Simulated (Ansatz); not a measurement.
Reaction (cleavage of the Si–Si bond): `F[Si]1([SiH3])[CH2][AlH]1` + H–F → `F[Si]1(F)[CH2][AlH]1` + SiH₄

Gas-phase electronic energies from Ansatz, PBE0-D4/def2-TZVP geometries. CCSD(T)/CBS is the MP2 limit (def2-TZVPP, def2-QZVPP) plus CCSD(T) − MP2 in def2-TZVPP, frozen cores. This one scheme is used for every species. Functionals use def2-TZVPP. B3LYP here is the variant with VWN-RPA as its local correlation; programs differ in this.

| level | ΔE (kJ/mol) |
| --- | --- |
| r2SCAN-D4 | -137.2 |
| PBE0-D4 | -121.4 |
| B3LYP-D4 | -140.8 |
| B2PLYP | -148.6 |
| r2SCAN | -138.8 |
| PBE0 | -126.6 |
| HF/def2-QZVPP | -174.9 |
| CCSD/CBS(def2) | -141.3 |

Task: What does CCSD(T)/CBS give? (Estimate.)

Result: Ansatz gave: -136.1 kJ/mol. The listed levels differ from it by -1.1, 14.7, -4.7, -12.5, -2.7, 9.5, -38.8, -5.2 kJ/mol.

Largest T1 diagnostic among the species: 0.014.

The D4 term adds +9.0 kJ/mol with B3LYP and +5.2 kJ/mol with PBE0; it sums over pairs of atoms, weighted by their polarisabilities, and B3LYP, whose exchange is more repulsive, gets the larger term. From PBE to PBE0 (25 % exact exchange), in def2-TZVPP and without D4, ΔE moves by −4.4 kJ/mol.
